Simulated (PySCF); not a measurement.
**Calculated properties of `C[C@H]1COS(=O)(=O)O1`**

C3H6O4S.
Structure used (GFN2-xTB), in Å, numbered top down from 1:
```xyz
14
C3H6O4S angstrom
C      1.5081    0.6034   -0.3396
C      0.6143   -0.5152    0.1778
C     -0.4264    0.0062    1.2153
O     -1.6974   -0.3589    0.7381
S     -1.5731   -0.3628   -0.8625
O     -2.5560   -1.1923   -1.4394
O     -1.4309    0.9758   -1.3170
O     -0.1474   -1.0852   -0.8715
H      2.2067    0.2055   -1.0708
H      0.8909    1.3591   -0.8198
H      2.0644    1.0461    0.4827
H      1.2122   -1.3327    0.5952
H     -0.3662    1.0968    1.2896
H     -0.2999   -0.4464    2.1998
```

**GFN2-xTB geometry**

| Item | Value |
| --- | --- |
| Point group of the GFN2-xTB geometry | C1 |
| Rotational constants A, B, C of the GFN2-xTB geometry | 3.421, 1.704, 1.546 GHz |

**wB97X-D/def2-SVPD ground state and vertical TDDFT (core frozen in the response) (PySCF)**

| Property | Result |
| --- | --- |
| Dipole moment | 5.46 D |
| HOMO energy | -10.93 eV |
| LUMO energy | 1.82 eV |
| HOMO–LUMO gap | 12.75 eV |
| Lowest singlet excitation | 8.28 eV (150 nm, f = 0.001) |
| Strongest line among the 8 lowest singlet transitions | S5 at 9.32 eV (133 nm, f = 0.028) |
| Lowest triplet excitation (Tamm–Dancoff) | 7.89 eV |
| Static isotropic polarisability | 63.5 au |
| Electronic spatial extent ⟨r²⟩ about the centre of nuclear charge | 888 bohr² |

Monoisotopic mass (most abundant isotopes): 137.9987 u.

The largest Löwdin shares of the HOMO are 0.28 on O8, 0.26 on O7, 0.12 on O4 and 0.07 on C2. The polarisability is 9.41 Å³ as a volume (1 au = 0.148185 Å³), or 0.88 au for each of the 72 electrons. In wavenumbers S1 is 66800 cm⁻¹ (1 eV = 8065.54 cm⁻¹). No computed singlet falls in the visible range (750 to 380 nm, 1.65 to 3.26 eV); S1 lies 5.02 eV above its blue end. The rotational constants make it an asymmetric top with κ = (2B − A − C)/(A − C) = -0.83, nearer the prolate limit (−1). S1 lies 4.47 eV below the HOMO–LUMO gap; its leading configuration is HOMO→LUMO, weight 0.53, beside HOMO→LUMO+1, weight 0.29. The vertical singlet–triplet gap S1 − T1 is 0.39 eV (TDDFT singlet less Tamm–Dancoff triplet; S1: HOMO→LUMO, weight 0.53, beside HOMO→LUMO+1, weight 0.29; T1: HOMO→LUMO, weight 0.39, beside HOMO→LUMO+1, weight 0.30).

One conformer (not necessarily the lowest) at the GFN2-xTB geometry, without solvent, vibrations or thermal averaging.

For the TDDFT job (wB97X-D/def2-SVPD), time: 94 s wall. Hardware: Arm Neoverse N1, one thread, on a shared host.
